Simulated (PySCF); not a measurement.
**Highest orbital energy against ionisation energy along the third row**

Calculated with PySCF 2.14, no spin-orbit coupling. Each cell gives −ε(HOMO) / ΔSCF in eV; NIST values include spin-orbit coupling, (s) semi-empirical, (t) theoretical.

| species | UHF | LDA | PBE | PBE0 | r2SCAN | NIST (lowest levels) |
| --- | --- | --- | --- | --- | --- | --- |
| Mg⁺ (aug-cc-pCVQZ, non-relativistic) | 14.738 / 14.724 | 11.983 / 15.350 | 11.897 / 15.336 | 12.705 / 15.231 | 12.058 / 15.020 | 15.035 |
| Al⁺ (aug-cc-pwCVQZ, non-relativistic) | 17.750 / 17.520 | 14.890 / 18.892 | 14.783 / 18.758 | 15.737 / 18.653 | 14.933 / 18.381 | 18.829 |
| Si⁺ (aug-cc-pwCVQZ, non-relativistic) | 16.226 / 15.847 | 12.082 / 16.371 | 12.202 / 16.412 | 13.345 / 16.437 | 12.576 / 16.536 | 16.346 |
| P⁺ (aug-cc-pwCVQZ, non-relativistic) | 19.736 / 19.168 | 14.920 / 19.824 | 14.986 / 19.784 | 16.334 / 19.821 | 15.416 / 19.943 | 19.769 (s) |
| S⁺ (aug-cc-pwCVQZ, non-relativistic) | 23.468 / 22.722 | 17.894 / 23.405 | 17.921 / 23.314 | 19.492 / 23.382 | 18.475 / 23.511 | 23.338 |
| Cl⁺ (aug-cc-pwCVQZ, non-relativistic) | 23.661 / 22.595 | 18.349 / 23.982 | 18.373 / 23.848 | 19.954 / 23.842 | 18.719 / 23.805 | 23.814 |
| Ar⁺ (aug-cc-pwCVQZ, non-relativistic) | 27.634 / 26.369 | 21.598 / 27.828 | 21.548 / 27.592 | 23.342 / 27.605 | 21.994 / 27.662 | 27.630 |

Problem. How far is −ε(HOMO) from ΔSCF on average for each method, and why?

Solution. UHF 0.61 eV; LDA -4.85 eV; PBE -4.76 eV; PBE0 -3.44 eV; r2SCAN -4.38 eV. Hartree-Fock orbital energies lack relaxation and so exceed the ΔSCF value; semilocal functionals have convex E(N) from self-interaction, so their HOMO lies far too high; exact exchange moves hybrids part of the way back.
